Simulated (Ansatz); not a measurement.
The same ligand exchange along the group B, Al, Ga, In.

Calculated with Ansatz (gas phase, PBE0-D4/def2-TZVP geometries, no zero-point term in ΔE). CCSD(T)/CBS adds triple-zeta CCSD(T) − MP2 to the extrapolated MP2 energy (def2 sets, frozen cores). This one scheme is used for every species. DFT in def2-TZVPP. Elements past krypton have def2 core potentials. For Ga, In, Se outer-core shells are correlated without core-valence functions, which leaves a few kJ/mol of doubt a bond. Scalar relativity is left out up to krypton. One conformer a species, not always the lowest.

| reaction | CCSD(T)/def2-SVP (eV) | PBE-D4 (eV) | revPBE-D4 (eV) | CCSD(T)/CBS(def2) (eV) |
| --- | --- | --- | --- | --- |
| `B[Se]C` + PH₃ → `C[Se]P` + BH₃ | 1.10 | 0.96 | 0.91 | 0.90 |
| `C[Se][AlH2]` + PH₃ → `C[Se]P` + `[AlH3]` | 1.22 | 1.07 | 1.01 | 1.12 |
| `C[Se][GaH2]` + PH₃ → `C[Se]P` + `[GaH3]` | 1.15 | 0.98 | 0.93 | 1.05 |
| `C[Se][InH2]` + PH₃ → `C[Se]P` + `[InH3]` | 1.14 | 0.96 | 0.90 | 1.07 |

Largest T1 diagnostic: 0.014, for `[InH3]`.
